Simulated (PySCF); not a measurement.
Species: CH8BN3.
Geometry (PBE0-D3(BJ)/def2-SVP, Å), atoms numbered from 1 in this order:
```xyz
13
CH8BN3 angstrom
C      1.810    0.264    0.317
N      0.630   -0.548    0.368
B     -0.670   -0.171   -0.097
N     -1.734   -1.126   -0.057
N     -0.892    1.144   -0.613
H      2.720   -0.346    0.185
H      1.972    0.894    1.217
H      1.763    0.943   -0.550
H      0.722   -1.397    0.907
H     -2.671   -0.910   -0.361
H     -1.567   -2.117    0.038
H     -0.287    1.919   -0.387
H     -1.787    1.435   -0.977
```

Computed, not measured: core-valence-separated Tamm–Dancoff BHandHLYP/aug-pcX-1 (pcseg-1 on H) in PySCF, non-relativistic, gas phase, PBE0-D3(BJ)/def2-SVP geometry. The energies are unshifted.

The lowest roots of each edge with f over 0.003 (five at most, numbered afresh; weaker and dark ones are left out), with transition dipoles (au) in the frame of the coordinates:

```json
{"root": "1", "edge": "C", "E (eV)": "285.90", "f": "0.0085", "μx": "0.0320", "μy": "0.0131", "μz": "0.0043"}
{"root": "2", "edge": "C", "E (eV)": "286.56", "f": "0.0216", "μx": "-0.0354", "μy": "0.0426", "μz": "-0.0031"}
{"root": "3", "edge": "C", "E (eV)": "286.86", "f": "0.0302", "μx": "-0.0065", "μy": "0.0146", "μz": "0.0636"}
{"root": "4", "edge": "C", "E (eV)": "287.00", "f": "0.0088", "μx": "0.0007", "μy": "-0.0305", "μz": "0.0180"}
{"root": "5", "edge": "C", "E (eV)": "287.80", "f": "0.0092", "μx": "0.0059", "μy": "-0.0319", "μz": "0.0160"}
{"root": "6", "edge": "N", "E (eV)": "398.66", "f": "0.0084", "μx": "0.0212", "μy": "0.0198", "μz": "0.0051"}
{"root": "7", "edge": "N", "E (eV)": "398.76", "f": "0.0087", "μx": "-0.0130", "μy": "0.0264", "μz": "-0.0042"}
{"root": "8", "edge": "N", "E (eV)": "398.98", "f": "0.0148", "μx": "-0.0033", "μy": "0.0336", "μz": "-0.0193"}
{"root": "9", "edge": "N", "E (eV)": "399.55", "f": "0.0262", "μx": "-0.0319", "μy": "0.0371", "μz": "-0.0168"}
{"root": "10", "edge": "N", "E (eV)": "399.66", "f": "0.0259", "μx": "0.0457", "μy": "0.0173", "μz": "0.0159"}
{"root": "11", "edge": "B", "E (eV)": "189.83", "f": "0.0953", "μx": "-0.0377", "μy": "0.0410", "μz": "0.1318"}
{"root": "12", "edge": "B", "E (eV)": "191.97", "f": "0.0055", "μx": "-0.0285", "μy": "-0.0164", "μz": "-0.0091"}
```

Molecules are fixed in this frame and the field points along (1, 1, 0)/√2. What effective strengths 3 f cos²θ do the roots have (θ between field and μ)?

root 1 (C1): 0.021, root 2 (C1): 0.001, root 3 (C1): 0.001, root 4 (C1): 0.009, root 5 (C1): 0.007, root 6 (N4): 0.025, root 7 (N5): 0.003, root 8 (N2): 0.013, root 9 (N4): 0.000, root 10 (N5): 0.058, root 11 (B3): 0.000, root 12 (B3): 0.014. Root 10 is the strongest. Averaged over all orientations cos²θ is 1/3, which gives f back.

